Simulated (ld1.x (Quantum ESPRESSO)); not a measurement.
**Configuration tests for magnesium (Mg) (TM)**

ld1.x (Quantum ESPRESSO) 7.5 input, shortened:

```
&input
   title='Mg', zed=12., rel=1, dft='PW91', iswitch=3,
   config='[Ne] 3s2 3p0'
 /
 &inputp
   pseudotype=2, tm=.true., lloc=1,
   nlcc=.false.
 /
2
2S  1  0   2.00   0.00  1.00  1.00  0.0
2P  2  1   6.00   0.00  1.15  1.15  0.0
 &test
   configts(1)='2s2 2p6 3s2 3p0'
 /
```

Occupied shells without a wave of their own: 3s. They enter only through the test configuration that unscreens the potential.

Energies are relative to the spin-unpolarised reference configuration 2s2 2p6 3s2 3p0; without spin polarisation the order of configurations can differ from experiment. The frozen-core shift is the all-electron ΔE with the core orbitals held at their reference shape minus the fully relaxed ΔE.

```tsv
valence configuration	charge	ΔE all-electron (eV)	error AE − PS (meV)	frozen-core shift (meV)
2s2 2p6 3s1 3p0	+1	7.993	+207	0.0
2s2 2p6 3s0 3p0	+2	23.064	+562	0.0
2s2 2p6 3s1.5 3p0	+0.5	3.161	+88	0.0
2s2 2p5 3s2 3p0	+1	58.693	+78	+0.4
2s2 2p6 3s0 3p2	0	7.184	+171	0.0
2s2 2p6 3s0 3p1	+1	12.345	+294	0.0
2s1 2p6 3s2 3p0	+1	91.537	-373	+1.0
```

Levels in the configuration 2s2 2p6 3s1 3p0:

```csv
level,all-electron (eV),pseudo (eV)
2s,-88.995,-88.835
2p,-55.833,-55.670
3s,-11.402,-11.131
```

ld1.x printed “convergence not achieved” for 1 of the counted tests; its residual had stalled under 1e-8, short of the target of 1e-14. The 3s level has no wave, so the channel is fitted at the deeper level alone: the likely source of the large errors.
